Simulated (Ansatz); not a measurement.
`O=Nc1ccccc1`, charge 0, multiplicity 1.

Give a relaxed structure at PBE0-D4/def2-TZVP (the Gaussian-basis code of Ansatz). (An estimate is asked.)

Ansatz gave: 
```xyz
13

O     1.4419    2.3345   -1.6955
N     1.4417    1.9902   -0.5439
C     0.6182    0.8561   -0.2427
C     0.6201    0.4615    1.0878
C    -0.1455   -0.6253    1.4773
C    -0.9020   -1.3023    0.5320
C    -0.8989   -0.9003   -0.8023
C    -0.1384    0.1815   -1.1967
H     1.2263    1.0200    1.7920
H    -0.1541   -0.9450    2.5124
H    -1.5024   -2.1533    0.8331
H    -1.4953   -1.4398   -1.5289
H    -0.1116    0.5223   -2.2246
```
Point group Cs.
This is one stationary point; other conformers may exist.
